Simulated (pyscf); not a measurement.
# `[F][CH2][CH2][B]([F])[F]`, singlet

Gas-phase minimum from PySCF at ωB97X-D3(BJ)/def2-SVP, one conformer. 

SMILES: B(CCF)(F)F
```xyz
10

F      1.3049     0.3118    -0.4913
C      0.3204    -0.2006    -1.3127
C     -0.9739    -0.3597    -0.5391
B     -2.1739    -0.9326    -1.3703
F     -2.0544    -1.2608    -2.6521
F     -3.3670    -1.1136    -0.8229
H      0.6692    -1.1707    -1.7070
H      0.1906     0.4864    -2.1668
H     -0.8156    -1.0185     0.3335
H     -1.2838     0.6121    -0.1152
```
Charge 0, spin multiplicity 1.

Bonded distances (Å): F1–C2 1.381, C2–C3 1.516, C2–H7 1.104, C2–H8 1.104, C3–B4 1.568, C3–H9 1.105, C3–H10 1.105, B4–F5 1.329, B4–F6 1.325. Angles (°): F1–C2–C3 110.1, F1–C2–H7 108.3, F1–C2–H8 108.3, C3–C2–H7 111.1, C3–C2–H8 111.1, H7–C2–H8 107.9, C2–C3–B4 114.9, C2–C3–H9 110.1, C2–C3–H10 110.1, B4–C3–H9 108.1, B4–C3–H10 108.1, H9–C3–H10 105.2, C3–B4–F5 122.2, C3–B4–F6 121.3 (the first ones only).

Properties at ωB97X-D3(BJ)/def2-SVP:

```yaml
harmonic_wavenumbers_unscaled: 43, 107, 139, 346, 401, 481, 547, 770, 806, 991, 1094, 1103, 1206, 1227, 1314, 1388, 1411, 1447, 1475, 1511, 3075, 3080, 3122, 3140 cm⁻¹
zero_point_energy: 43.2 kcal/mol
rotational_symmetry_number: 1
Entropy of this conformer at 298 K and 1 atm, rigid rotor and harmonic oscillator, modes under 100 cm⁻¹ raised to 100: 337.4 J/(mol K)
dipole_moment: 0.33 D
```

Single-point totals, which compare only within one level:

```
level                   total energy (hartree)
----------------------  ----------------------
ωB97X-D3(BJ)/def2-TZVP              -403.37887
PBE/def2-TZVP                       -402.86662
r²SCAN/def2-TZVP                    -403.11362
B3LYP-D3(BJ)/def2-TZVP              -403.31983
PBE0-D3(BJ)/def2-TZVP               -402.88938
M06-2X/def2-TZVP                    -403.15594
ωB97M-D3(BJ)/def2-TZVP              -403.38382
```

The lowest mode is so soft that the shape along it may change with the basis. Soft torsions are taken as harmonic, which can shift the entropy by several J/(mol K).
